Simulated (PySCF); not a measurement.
Species: ClFH₄Si₂.
Z-matrix (Å and degrees, PBE0-D3(BJ)/def2-SVP geometry), rows numbered from 1:
```
F 
Si  1  1.6315
Si  2  2.3413  1  108.68
Cl  3  2.0809  2  104.89  1   179.11
H   2  1.4910  1  108.66  3  -120.35
H   2  1.4908  1  108.60  3   120.23
H   3  1.4911  2  112.33  1    61.04
H   3  1.4910  2  112.48  1   -62.74
```

Computed, not measured: PySCF 2.14.0, PBE0-D3(BJ)/def2-SVP geometry optimisation, gas phase.

Take the most abundant isotopes and a rigid rotor. The values belong to one conformer with, in the numbering `[F:1][SiH2:2][SiH2:3][Cl:4]`, F1–Si2–Si3–Cl4 179°.

**Question.** What are A, B and C (MHz)?

**Answer.** Ia = 53.50, Ib = 370.35, Ic = 411.88 u·Å²; 505379 MHz·u·Å²/I gives A = 9447, B = 1365, C = 1227 MHz.

**Question.** Classify the top.

**Answer.** A near-prolate asymmetric top. Ray's parameter κ = (2B − A − C)/(A − C) = -0.967; −1 is the prolate and +1 the oblate limit.

**Question.** What does the inertial defect say?

**Answer.** Not planar: Δ = Ic − Ia − Ib = -11.97 u·Å². For a rigid frame Δ = −2 Σ m c², so Σ m c² = 5.98 u·Å² lies off the ab plane, practically all of it from hydrogen. The atom farthest from that plane is 1.23 Å away.

**Question.** Give the other two planar moments, Paa and Pbb, and the rms extents of the mass along the axes.

**Answer.** Paa = Σ m a² = (Ib + Ic − Ia)/2 = 364.37 and Pbb = Σ m b² = (Ia + Ic − Ib)/2 = 47.51 u·Å². With the mass M = 113.95 u, the rms extents √(P/M) along a, b and c are 1.79, 0.65, 0.23 Å.

**Question.** Predict some low-J microwave lines.

**Answer.** The dipole components are |μa| = 0.01 D, |μb| = 0.10 D, |μc| = 0.00 D; the mirror of this Cs structure is the ab plane, so μc vanishes by symmetry (the 0.02 D computed is a residue) and there are no c-type lines. The squared components, which scale the intensities, stand as 0.02 : 1.00 (a : b). Some of the stronger lines:

```tsv
type	branch	J(Ka,Kc)	MHz	lower level (cm⁻¹)
b	Q	1(1,0) ← 1(0,1)	8220	0.086
b	Q	2(1,1) ← 2(0,2)	8359	0.259
b	R	1(1,1) ← 0(0,0)	10674	0.000
b	R	2(1,2) ← 1(0,1)	13128	0.086
b	Q	2(2,0) ← 2(1,1)	24249	0.538
b	Q	2(2,1) ← 2(1,2)	24660	0.524
b	R	2(2,1) ← 1(1,0)	29568	0.361
b	R	2(2,0) ← 1(1,1)	29707	0.356
```

**Question.** Estimate the classical rotational partition function at 25 K, 100 K and 200 K.

**Answer.** Point group Cs, symmetry number σ = 1; q = (√π/σ)·√((kT/h)³/(ABC)), k/h = 20836.6 MHz/K: 5300 at 25 K, 42400 at 100 K, 120000 at 200 K.

No frequency check. Zero-point vibration and centrifugal distortion are left out. Quadrupole hyperfine structure (35Cl) is left out.
